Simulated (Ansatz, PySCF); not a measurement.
The pair A = N2 (SMILES N#N) (first 2 atoms), B = CHN (SMILES C#N); geometry from B3LYP-D3(BJ)/def2-TZVP.
(charge 0, multiplicity 1):
```csv
atom,x (Å),y (Å),z (Å)
N,0.0639,0.3230,-1.0964
N,0.0305,0.1182,-0.0260
C,-0.0773,-0.5492,3.4218
N,-0.1126,-0.7676,4.5466
H,-0.0445,-0.3447,2.3738
```

Frozen-core correlation. CBS(a, b) extrapolates the correlation energy as X⁻³ and adds the Hartree–Fock energy of set b.

Codes used: Ansatz (a quantum-chemistry and plane-wave program); PySCF for the dispersion terms. 

The monomers are drawn apart, rigid, along the line of their centres of mass. Counterpoise-corrected interaction energies (kcal/mol):

```csv
level,R = 5.591 Å,R = 6.569 Å
PBE/def2-TZVPPD,-0.5451,-0.2076
PBE-D3(BJ)/def2-TZVPPD,-0.6845,-0.2531
wB97M-V/def2-TZVPPD,-0.5517,-0.2250
"CCSD(T)/CBS(aug-cc-pVDZ, aug-cc-pVTZ)",-0.5855,-0.2347
```

R is the distance of the centres of mass. Find the local exponent m of E ∝ R⁻ᵐ between the two points.


m = ln(E₁/E₂)/ln(R₂/R₁): PBE/def2-TZVPPD 6.0; PBE-D3(BJ)/def2-TZVPPD 6.2; wB97M-V/def2-TZVPPD 5.6; CCSD(T)/CBS(aug-cc-pVDZ, aug-cc-pVTZ) 5.7. For scale, two fixed dipoles give m = 3, dipole and quadrupole 4, quadrupoles 5, and dispersion or dipole-induced dipole 6 at long range; at these distances several terms mix, and what is left of overlap and damping shifts m, so it need not match one of them.
